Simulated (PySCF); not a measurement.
Electronic absorption of C6H13BO2

Species: C6H13BO2.
InChI=1S/C6H13BO2/c1-5-6(2)7(8-3)9-4/h2,5H2,1,3-4H3

Computed with TDDFT wB97X-D/def2-SVPD, vertical, gas phase, core orbitals frozen in the response in PySCF 2.14.0, density-fitted response routines. One conformer (not necessarily the lowest) at the PBE0-D3(BJ)/def2-SVP geometry, without solvent, vibrations or thermal averaging. Torsions of this conformer, `[CH2:1]=[C:2]([CH2:3][CH3:4])[B:5]([O:6][CH3:7])[O:8][CH3:9]`: C1–C2–C3–C4 121°, C1–C2–B5–O6 142°, C2–B5–O6–C7 180°, C2–B5–O8–C9 -5°.

Task: List the vertical singlet excitations with oscillator strengths and describe the spectrum.

Result: 

```
state  E (eV)  E (hartree)       f  main configurations (H = HOMO, L = LUMO)
   S1    6.59       0.2422   0.214        H→L (68%), H-2→L (16%), H-1→L (8%)
   S2    6.62       0.2434   0.092       H-2→L (50%), H→L (25%), H-1→L (16%)
   S3    7.32       0.2692   0.047                               H→L+1 (74%)
   S4    7.46       0.2741   0.058                  H-1→L (68%), H-2→L (25%)
   S5    7.86       0.2888  0.0064     H-4→L (38%), H-3→L (35%), H-5→L (10%)
   S6    8.00       0.2941  0.0054                 H-1→L+1 (66%), H→L+2 (9%)
   S7    8.17       0.3003  0.0001                  H-3→L (47%), H-4→L (28%)
   S8    8.18       0.3006  0.0035     H→L+5 (23%), H→L+2 (20%), H→L+3 (20%)
   S9    8.28       0.3043   0.057   H→L+4 (36%), H-2→L+1 (20%), H→L+2 (10%)
  S10    8.35       0.3068   0.012                 H-2→L+1 (41%), H→L+3 (8%)
```

Triplets (Tamm–Dancoff): T1 4.15 eV, H→L (86%); T2 6.13 eV, H-2→L (65%), H-1→L (20%); T3 6.81 eV, H-1→L (62%), H-2→L (19%); T4 7.28 eV, H→L+1 (71%), H→L+3 (9%), H→L+4 (9%).

The lowest singlet lies at 6.59 eV (188 nm, vacuum ultraviolet) and is strong; its leading configuration is HOMO→LUMO (68%). The lowest level is also the most intense of those listed (f = 0.214). S7/S8 lie within about 0.01 eV of each other. Löwdin shares by element: HOMO carbon 75% or more (atoms not listed hold the other 25%); LUMO carbon 52% or more, boron 13%, oxygen 5% or more (atoms not listed hold the other 29%). The listed states span 1.76 eV, and the widest gap between neighbours is 0.70 eV (S2 to S3). The oscillator strengths of these states sum to 0.495; summed over the whole spectrum of an exact calculation they would give the number of electrons, 70 (Thomas–Reiche–Kuhn). Of the 10 states listed, 6 reach f = 0.01 and 1 stays under 0.0005. The vertical ionisation energy (ΔSCF) is 9.31 eV, 0.96 eV above S10. The window holds the lowest 10 singlets.
